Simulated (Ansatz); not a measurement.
Cartesian coordinates (Å):
SMILES: B[C]=O
```xyz
5

B     -0.5942     0.0864     0.0072
C      0.8616    -0.1252    -0.0104
O      2.0103    -0.2922    -0.0243
H     -0.9856     1.2154     0.0801
H     -1.2922    -0.8844    -0.0526
```
Charge 0, spin multiplicity 2.

Computed with frozen-core CCSD(T)/cc-pVTZ // PBE-D3(BJ)/def2-TZVP (Ansatz, a quantum-chemistry and plane-wave program).

- HF energy: -138.59470 Ha
- MP2 correlation energy: -0.46709 Ha

Estimate the CCSD correlation energy, the (T) correction, the total energy and the T1 diagnostic.


The CCSD correlation energy is -0.48347 Ha, the (T) correction is -0.02217 Ha and the CCSD(T) total energy comes out as -139.10034 Ha. The T1 diagnostic comes out as 0.021.
